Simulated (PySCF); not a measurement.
Fe⁺: ionisation energy

Fe⁺ [Ar] 3d6 4s1 (6D) → Fe²⁺ [Ar] 3d6 (5D), as a difference of total energies. All numbers are calculated (PySCF 2.14, scalar relativity by spin-free X2C-1e, in aug-cc-pVDZ-DK (7s6p4d2f, 59 functions)). Correlated levels: valence: [Ar] frozen. The calculations carry no spin-orbit coupling.

| method | ionisation energy (eV) |
| --- | --- |
| UHF | 15.333 |
| M06-L | 15.922 |
| LDA | 17.028 |
| MP2 (valence) | 15.891 |
| SCS-MP2 (valence) | 15.658 |

Problem. How much does correlation contribute at MP2 (valence)?

Solution. 15.891 − (15.333) = 0.558 eV, measured against UHF.

The reference lies between the lowest fine-structure levels, while these numbers refer to the centres of the terms.

Errors of the correlated levels include the incompleteness of this basis and the frozen core.

For comparison: 16.199 eV (measured; NIST Atomic Spectra Database, ionization energies).
